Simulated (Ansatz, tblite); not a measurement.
Forces on K₂Na₆⁺ at its PBE0/def2-SVP geometry. Charge 1, multiplicity 2.

The xTB rows come from tblite. Another isomer (doublet) lies 0.07 eV lower at PBE0/def2-TZVP; other spin states weren't run for this one.

GFN1-xTB (tblite), largest force 0.53 eV/Å:

```xyz
8
positions Å, forces eV/Å
Na   -2.669   -1.292    0.901   -0.092    0.050   -0.029
Na   -1.995   -1.211   -2.634   -0.078    0.085   -0.026
Na    1.032   -2.292    2.703    0.050    0.073    0.028
Na    1.578    0.693   -3.098    0.050    0.149   -0.013
Na    0.520   -0.905   -0.321    0.056   -0.001   -0.027
Na   -0.321    0.966    2.652    0.038    0.105    0.074
K    -1.458    2.500   -0.888    0.330   -0.410    0.089
K     3.313    1.541    0.686   -0.354   -0.052   -0.097
```

GFN2-xTB (tblite), largest force 0.23 eV/Å:

```
Na -0.102 -0.066 -0.015
Na -0.051 -0.034 0.019
Na -0.024 0.012 0.026
Na 0.053 0.002 0.026
Na 0.132 -0.103 -0.065
Na 0.008 -0.026 0.131
K -0.118 0.186 -0.079
K 0.102 0.028 -0.043
```

PBE/def2-TZVP (Ansatz), largest force 0.04 eV/Å:

```
Na 0.028 0.013 -0.016
Na 0.017 0.019 0.037
Na -0.021 0.036 -0.015
Na -0.022 -0.003 0.035
Na 0.005 -0.004 -0.011
Na 0.006 -0.026 -0.019
K 0.008 -0.023 -0.001
K -0.021 -0.010 -0.009
```
